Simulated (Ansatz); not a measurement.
A nudged elastic band was laid between two geometries of C$_{3}$H$_{4}$OSi (9 atoms, charge 0, multiplicity 1).

All numbers below come from RKS B3LYP/STO-3G in Ansatz.

```json
{
  "movable images": "3",
  "climbing image": "no",
  "spring": "5.0 eV/Å²",
  "optimiser": "quadratic models (default)",
  "start path": "through a guess of the saddle point",
  "force threshold": "0.05 eV/Å",
  "iteration limit": "60",
  "end points": "relaxed"
}
```

Image 0:

```xyz
9
Properties=species:S:1:pos:R:3
C 0.509 2.338 -0.431
C 0.629 1.134 -0.446
C 0.727 -0.364 -0.432
O 1.689 -0.955 -1.004
Si -0.703 -1.246 0.506
H 0.406 3.414 -0.421
H -0.495 -2.673 0.461
H -1.957 -0.906 -0.126
H -0.716 -0.788 1.877
```

Image 4:

```xyz
9
Properties=species:S:1:pos:R:3
C 1.464 2.340 -0.770
C 0.536 1.438 -0.431
C 0.716 -0.121 -0.420
O 1.698 -0.691 -0.951
Si -0.708 -1.042 0.493
H -0.448 1.791 -0.091
H -0.530 -2.468 0.350
H -1.964 -0.626 -0.086
H -0.674 -0.668 1.889
```

Which bonds break or form, and what moves?

Bonds broken: C1–H6. Bonds formed: C2–H6.

Give the energies along the band, and the barrier.

The forces met the threshold. The highest image is number 3 of 0 to 4, 50.6 kcal/mol above the first end and 1.9 kcal/mol above the last; the last end lies 48.7 kcal/mol above the first. Neighbouring images differ by up to 2.1 eV, so the band resolves the path poorly. No image climbed, so the highest image needn't sit at the top of the path. So few images can step over the top or miss a turn of the path. The orbitals stay closed-shell, which can raise the energy where a bond breaks towards radicals; this wasn't checked here. Limits of this set-up: minimal basis.

| image | path coordinate (Å) | energy (kcal/mol) | C1–H6 (Å) | C2–H6 (Å) |
| --- | --- | --- | --- | --- |
| 0 | 0.00 | 0.0 | 1.08 | 2.29 |
| 1 | 0.94 | 2.3 | 1.07 | 2.27 |
| 2 | 1.87 | 50.5 | 1.15 | 1.71 |
| 3 | 2.81 | 50.6 | 1.94 | 1.11 |
| 4 | 3.75 | 48.7 | 2.10 | 1.10 |

What is the geometry of the highest image?


```xyz
9
Properties=species:S:1:pos:R:3
C 1.542 2.374 -0.484
C 0.632 1.408 -0.361
C 0.632 -0.145 -0.536
O 1.474 -0.719 -1.271
Si -0.726 -1.063 0.473
H -0.277 1.931 0.013
H -0.319 -2.429 0.706
H -1.958 -1.036 -0.284
H -0.911 -0.368 1.725
```

The run took 2.5 min on 1 thread of Arm Neoverse V2, with other jobs on the host, peak memory 0.2 GiB.
